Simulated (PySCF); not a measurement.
MoO(OH) + 2 H₂O → MoH₅ + 2 O₂

Level: PBE0 in the def2-TZVP basis family, computed in PySCF with density fitting; scalar-relativistic core potentials for atoms from Rb on, none lighter, no spin–orbit coupling; open shells unrestricted.

| species | state and structure | ZPE (kJ/mol) | H(298 K) − H(0) (kJ/mol) | S° (J/(mol K)) |
| --- | --- | --- | --- | --- |
| MoO(OH) | quartet, Cs, Mo–O 1.675 Å, Mo–O 1.887 Å, O–H 0.957 Å; H–O–Mo 139.8°, O–Mo–O 143.1° | 41.1 | 13.0 | 294.2 |
| H₂O | singlet, C2v, O–H 0.960 Å (×2); H–O–H 105.1° | 56.5 | 9.9 | 188.7 |
| MoH₅ | doublet, Cs, Mo–H 1.644 Å (×2), Mo–H 1.674 Å (×2), Mo–H 1.701 Å; H–Mo–H 57.0°, H–Mo–H 69.1° (×2), H–Mo–H 113.4° (×2), H–Mo–H 115.5°, H–Mo–H 116.8° (×4) | 90.6 | 12.1 | 258.7 |
| O₂ | triplet, D∞h, O–O 1.193 Å | 10.3 | 8.7 | 204.9 |

(1) Is the gas-phase reaction uphill or downhill in electronic energy at this level, and by how much?

(2) Add zero-point, thermal and entropy terms for 298.15 K and 1 bar.

Answers

(1) At PBE0/def2-TZVP, ΔE = 1060.4 kJ/mol, uphill. 

(2) ΔZPE = -42.9 and Δ[H(298) − H(0)] = -3.3 kJ/mol give ΔH° = 1014.2 kJ/mol. ΔS° = -3.1 J/(mol K), so ΔG° = 1014.2 − 298.15 × (-0.0031) = 1015 kJ/mol.

Open d or f shells are single determinants, so the state found may not be the ground state. Each species is the lowest minimum found with this bonding; other isomers or fragments can lie lower.
